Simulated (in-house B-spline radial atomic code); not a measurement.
RPA and G0W0 on Hartree-Fock: neutral chromium

Configuration [Ar] 3d5 4s1, highest spin, mean-field start Hartree-Fock. Computed with a B-spline radial code for spherical atoms: all electrons, non-relativistic, point nucleus, each spin shell either full or empty, empty states to l = 9 with an (l + 1/2)⁻⁴ tail; G0W0 by contour deformation at full frequency.

Command:
```bash
python run_gw.py task.json out
```
Settings (radii: box in bohr, nucleus in fm):
```
Z                        24
electrons                24
configuration            [Ar] 3d5 4s1
hamiltonian              nr
method                   hf
lmax                     9
spin_polarised           True
box_radius               40
intervals                54
ion_configuration        [Ar] 3d5
```

Time taken, with all properties: 3.7 s on 1 thread of Arm Neoverse V2, with other jobs on the host.

Energies (hartree):

```csv
term,value
mean-field total,-1043.35678
Hartree-Fock functional on these orbitals,-1043.35678
direct second order,-1.6115
second-order exchange,0.5391
SOSEX correction,0.4941
```

Question: What is the RPA correlation energy, and what remains with SOSEX?

Answer: RPA gives -1.4101 hartree (-1.6 eV per electron); RPA + SOSEX gives -0.91598, and the second-order doubles (MP2) -1.0724 hartree. SOSEX takes back 35 % of the RPA value.

Quasi-particle levels (eV):

```
  level  occupied  mean field  Σx - vxc    Σc  QP weight    G0W0
  4s up       yes      -6.042      0.00     ?          ?       ?
  3d up       yes     -10.169      0.00  1.05      0.896  -9.117
3p down       yes      -50.07      0.00  2.22      0.878  -47.84
```

G0W0 = mean field + (Σx - vxc) + Σc, with Σc (partial-wave tail included) taken at the quasi-particle energy. Only the outer levels were computed. Levels of low weight are left out.

Question: Where does G0W0 put 4s up?

Answer: At -6.814 eV, with Σc = -0.77 eV and a quasi-particle weight of 0.955. The tabulated removal energy is 6.767 eV (NIST, measured); the calculation leaves out relativity, Breit and QED terms, and what these don't explain is the method's own error.

Question: What does it cost to remove one electron (to [Ar] 3d5) by differences of total energies, each species on its own start (correlation terms add to the Hartree-Fock functional)?

Answer: Hartree-Fock functional 5.902 eV, + RPA 6.790 eV, + RPA + SOSEX 6.339 eV, + second order 6.643 eV. Tabulated: 6.767 eV (NIST, measured); the calculation leaves out relativity, Breit and QED terms, and what these don't explain is the method's own error.
